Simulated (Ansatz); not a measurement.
Program: Ansatz. Geometries: PBE0-D4/def2-TZVP. ΔE: electronic, gas phase. CCSD(T)/CBS adds triple-zeta CCSD(T) − MP2 to the extrapolated MP2 energy (def2 sets, frozen cores). One conformer a species, not always the lowest.

Reaction (ligand exchange at the Al–C bond): `[AlH2][CH]1O[SiH2][SiH2]1` + `O=CN[SiH3]` → `O=C[N]([AlH2])[SiH3]` + `C1O[SiH2][SiH2]1`

```tsv
species	MP2/def2-QZVPP energy (Eh)
`[AlH2][CH]1O[SiH2][SiH2]1`	-937.44951
`O=CN[SiH3]`	-459.93271
`O=C[N]([AlH2])[SiH3]`	-702.54875
`C1O[SiH2][SiH2]1`	-694.87122
```

Work out ΔE.

ΔE = (-702.54875) + (-694.87122) − (-937.44951) − (-459.93271) = -0.03775 Eh = -99.1 kJ/mol. CCSD(T)/CBS gives -96.5 kJ/mol.

Largest T1 diagnostic among the species: 0.015.

From PBE to PBE0 (25 % exact exchange), in def2-TZVPP and without D4, ΔE moves by −4.5 kJ/mol.
